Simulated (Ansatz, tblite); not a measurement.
Cost and result up the ladder for Ba₂Se₂ (the lowest singlet isomer of a short search) (4 atoms). The state is a singlet with charge 0. Geometry: PBE-D4/def2-SVP.

```xyz
4

Ba    1.2035    0.0161    1.6790
Ba   -1.2149   -0.0077   -1.6708
Se    0.8671    1.7872   -0.6387
Se   -0.8557   -1.7956    0.6305
```

Ansatz on 4 threads of Arm Neoverse V1 on a shared host; xTB runs through tblite on one thread. Times are rough, summed over both states, and most runs start from the orbitals of an earlier one. CAM-B3LYP-D4/def2-TZVP serves as the yardstick here, not as an exact answer. The other state is a triplet at its own geometry.

In the def2 sets Ba takes a core potential; there is no spin–orbit coupling. The xTB rows come from tblite. Correlated methods freeze 18 core orbitals; core or outer-core shells of Ba, Se are correlated, in sets that lack core-valence functions. The structure comes from a short search, and lower isomers may exist.

Correlated methods converge slowly with the basis.

xTB has no spin-polarisation term.

```csv
level,functions,wall time,triplet − singlet (eV),difference from CAM-B3LYP-D4/def2-TZVP (eV)
GFN2-xTB,36,0.013 s,1.75,-0.39
GFN1-xTB,36,0.021 s,1.81,-0.33
MP2/def2-TZVP,176,7.9 s,2.24,0.10
PBE-D4/def2-TZVP,176,8 s,1.85,-0.29
PBE0-D4/def2-TZVP (with forces),176,14 s,2.01,-0.13
CAM-B3LYP-D4/def2-TZVP,176,17 s,2.14,0.00
r2SCAN-D4/def2-TZVP,176,19 s,2.01,-0.13
r2SCANh-D4/def2-TZVP,176,23 s,2.04,-0.10
```
